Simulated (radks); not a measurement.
Results of a calculation; reference values are marked as such.
Isoelectronic series with 19 electrons, all held in the configuration [Ar] 4s1, which need not be the ground one along the series. Code: a radial shooting solver on a logarithmic mesh with Libxc functionals. Model: scalar-relativistic Kohn-Sham, LDA (Slater exchange, Perdew-Wang correlation), spin-polarised, spherical densities, point nucleus; open shells are filled with parallel spins first (spin-orbit coupling, left out, can overturn this in heavy ions). Total energies (hartree) and orbital eigenvalues (eV) (* marks an orbital that is empty in some or all of the ions):

| ion | E (hartree) | 4s down* | 4s up | 3p down | 3p up |
|---|---|---|---|---|---|
| K | -600.56402 | -1.9924 | -2.6266 | -18.7262 | -18.7979 |
| Ti3+ | -849.58103 | -28.5153 | -29.9142 | -77.8181 | -78.0481 |
| Mn6+ | -1144.61130 | -72.9515 | -74.9890 | -166.9420 | -167.3028 |
| Ni9+ | -1485.91998 | -133.8116 | -136.4713 | -284.5213 | -285.0046 |
| Ga12+ | -1873.91714 | -210.7922 | -214.0728 | -430.2038 | -430.8062 |
| Se15+ | -2309.10552 | -303.8489 | -307.7531 | -603.9227 | -604.6430 |
| Rb18+ | -2792.06937 | -413.0458 | -417.5776 | -805.7327 | -806.5707 |
| Zr21+ | -3323.47289 | -538.5102 | -543.6740 | -1035.757 | -1036.713 |
| Tc24+ | -3904.06266 | -680.4145 | -686.2149 | -1294.164 | -1295.239 |
| Pd27+ | -4534.67196 | -838.9697 | -845.4109 | -1581.160 | -1582.355 |
| In30+ | -5216.22675 | -1014.423 | -1021.509 | -1896.983 | -1898.300 |
| Te33+ | -5949.75299 | -1207.056 | -1214.791 | -2241.900 | -2243.340 |
| Cs36+ | -6736.3855 | -1417.189 | -1425.577 | -2616.204 | -2617.770 |
| Ce39+ | -7577.3783 | -1645.182 | -1654.227 | -3020.218 | -3021.911 |
| Pm42+ | -8474.1172 | -1891.436 | -1901.141 | -3454.291 | -3456.114 |
| Gd45+ | -9428.1342 | -2156.401 | -2166.769 | -3918.800 | -3920.756 |
